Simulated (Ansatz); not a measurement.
C₂H₇Cl₂GaO, SMILES `C[OH+][Ga-]([CH3])([Cl])[Cl]` at its PBE0-D4/def2-TZVP geometry, where that method's forces vanish. The species carries charge 0 and has multiplicity 1.

| atom | x (Å) | y (Å) | z (Å) |
| --- | --- | --- | --- |
| C1 | 1.6817 | -0.4849 | -0.6772 |
| O2 | 0.7434 | 0.5484 | -0.9792 |
| Ga3 | -0.9636 | 0.9662 | 0.1603 |
| C4 | -1.2417 | -0.6129 | 1.2779 |
| Cl5 | -0.3789 | 2.8453 | 1.0508 |
| Cl6 | -2.1145 | 1.1947 | -1.6883 |
| H7 | 1.2166 | -1.4713 | -0.7349 |
| H8 | 2.5273 | -0.4242 | -1.3630 |
| H9 | 2.0308 | -0.3043 | 0.3374 |
| H10 | 0.4184 | 0.4844 | -1.8868 |
| H11 | -1.3499 | -1.5101 | 0.6664 |
| H12 | -2.1559 | -0.4851 | 1.8602 |
| H13 | -0.4137 | -0.7463 | 1.9763 |

(1) For each bond, give half the difference of the two atoms' forces along it (eV/Å; positive pushes the atoms apart) under PBE-D4, r2SCAN-D4, B3LYP-D4, ωB97M-V in def2-TZVPP. (Estimate.)

## Answers

(1) Ansatz gave: 
```csv
bond,length (Å),PBE-D4,r2SCAN-D4,B3LYP-D4,ωB97M-V
C1–O2,1.428,0.23,0.37,0.32,0.31
C1–H7,1.092,0.06,-0.08,-0.09,-0.11
C1–H8,1.090,0.08,-0.07,-0.10,-0.11
C1–H9,1.088,0.09,-0.07,-0.11,-0.10
O2–Ga3,2.094,-0.01,-0.13,-0.01,-0.05
O2–H10,0.966,0.35,-0.01,-0.07,-0.12
Ga3–C4,1.955,-0.06,-0.02,0.07,-0.03
Ga3–Cl5,2.160,0.15,0.01,0.14,0.02
Ga3–Cl6,2.189,0.16,0.01,0.15,0.02
C4–H11,1.091,0.10,-0.01,-0.07,-0.04
C4–H12,1.091,0.10,-0.01,-0.07,-0.04
C4–H13,1.091,0.10,-0.01,-0.07,-0.04
```

B3LYP here is the variant with VWN-RPA as its local correlation; programs differ in this.
